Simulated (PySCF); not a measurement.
Computed with PySCF 2.14.0 with PBE0-D3(BJ)/def2-TZVP. All species are isolated molecules in the gas phase. One relaxed conformer stands for a flexible species; it need not be the lowest. 

Reference species (SMILES): `CC[SiH]=C` (C–Si–C–C torsion 1°) (neutral, multiplicity 1).

| Quantity | Result |
|---|---|
| HOMO | -6.21 eV |
| HOMO–LUMO gap | 5.59 eV |

Changed species: `C1([SiH3])CC1`.

Predict the effect on the HOMO and HOMO–LUMO gap.

the HOMO falls by 2.10 eV, to -8.31 eV; the HOMO–LUMO gap goes up by 3.60 eV, to 9.19 eV.
